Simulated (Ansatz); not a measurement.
`N#CCCCCC#N` + H₂ → `CCC#N` + `CCC#N` at 400 K and 1 bar (hydrogenolysis of a C–C bond).

Gas-phase electronic energies from Ansatz, PBE0-D4/def2-TZVP geometries. CCSD(T)/CBS is the MP2 limit (def2-TZVPP, def2-QZVPP) plus CCSD(T) − MP2 in def2-TZVPP, frozen cores. This one scheme is used for every species. Each species was taken in one conformer, which may not be the lowest.

| species | CCSD(T)/CBS energy (Eh) | H − E (kJ/mol) | S (J/(mol·K)) |
| --- | --- | --- | --- |
| `N#CCCCCC#N` | -342.51381 | 384.7 | 430.1 |
| H₂ | -1.17544 | 38.0 | 139.0 |
| `CCC#N` | -171.85534 | 218.4 | 307.5 |
| `CCC#N` | -171.85534 | 218.4 | 307.5 |

H − E and S are ideal-gas, rigid-rotor, harmonic terms from PBE0-D4/def2-TZVP, for one conformer and one mirror image of each species. The MP2-based limit puts H₂ 0.8 mEh under its directly extrapolated value; such offsets cancel only in part. 1 Eh = 2625.50 kJ/mol, R = 8.31446 J/(mol·K).

Question: By hand: ΔE, ΔH, ΔS and ΔG.

Answer: ΔE = (-171.85534) + (-171.85534) − (-342.51381) − (-1.17544) = -0.02143 Eh = -56.3 kJ/mol. Δ(H − E) = 218.4 + 218.4 − 384.7 − 38.0 = 14.1, so ΔH = -42.2 kJ/mol. ΔS = 307.5 + 307.5 − 430.1 − 139.0 = 45.9 J/(mol·K). ΔG = -42.2 − 400 × (45.9)/1000 = -60.6 kJ/mol.

Question: By hand: the equilibrium constant, and the temperature at which ΔG would vanish if ΔH and ΔS stayed fixed.

Answer: log₁₀ K = −ΔG/(RT ln 10) = 7.9. ΔH and −TΔS have one sign here, so there is no such temperature.

TΔS isn't small against ΔH here. A doubt of 5 kJ/mol in ΔE shifts log₁₀ K by 0.7 here. Other conformers and mirror images would add mixing entropy, several J/(mol·K) or more a flexible species. Modes under 60 cm⁻¹, often nearly free rotors, make the harmonic entropy too high. These are equilibria of isolated gas molecules and say nothing of rates. Largest T1 diagnostic: 0.012 (customary marks: 0.02 for closed shells, 0.045 for open ones).
